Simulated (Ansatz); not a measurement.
`OB[SiH](F)[AlH2]` + H₂O → `O[SiH](F)[AlH2]` + `BO` at 400 K and 1 bar (formal hydrolysis of the Si–B bond).

Program: Ansatz. Geometries: PBE0-D4/def2-TZVP. ΔE: electronic, gas phase. CCSD(T)/CBS is the MP2 limit (def2-TZVPP, def2-QZVPP) plus CCSD(T) − MP2 in def2-TZVPP, frozen cores. This one scheme is used for every species. One conformer a species, not always the lowest.

```tsv
species	CCSD(T)/CBS energy (Eh)	H − E (kJ/mol)	S (J/(mol·K))
`OB[SiH](F)[AlH2]`	-733.93198	177.1	424.0
H₂O	-76.37941	69.8	198.6
`O[SiH](F)[AlH2]`	-708.55508	135.4	378.2
`BO`	-101.80414	108.2	244.0
```

H − E and S are ideal-gas, rigid-rotor, harmonic terms from PBE0-D4/def2-TZVP, for one conformer and one mirror image of each species. 1 Eh = 2625.50 kJ/mol, R = 8.31446 J/(mol·K).

By hand: ΔE, ΔH, ΔS and ΔG.

ΔE = (-708.55508) + (-101.80414) − (-733.93198) − (-76.37941) = -0.04783 Eh = -125.6 kJ/mol. Δ(H − E) = 135.4 + 108.2 − 177.1 − 69.8 = -3.3, so ΔH = -128.9 kJ/mol. ΔS = 378.2 + 244.0 − 424.0 − 198.6 = -0.4 J/(mol·K). ΔG = -128.9 − 400 × (-0.4)/1000 = -128.7 kJ/mol.

By hand: the equilibrium constant, and the temperature at which ΔG would vanish if ΔH and ΔS stayed fixed.

log₁₀ K = −ΔG/(RT ln 10) = 16.8. ΔG = 0 at ΔH/ΔS = 322250 K, far beyond where these terms or the molecules hold.

The number of gas molecules stays the same, so ΔS is small and ΔH decides. A doubt of 5 kJ/mol in ΔE shifts log₁₀ K by 0.7 here. Other conformers and mirror images would add mixing entropy, several J/(mol·K) or more a flexible species. Modes under 60 cm⁻¹, often nearly free rotors, make the harmonic entropy too high. These are equilibria of isolated gas molecules and say nothing of rates. Largest T1 diagnostic: 0.014 (customary marks: 0.02 for closed shells, 0.045 for open ones).
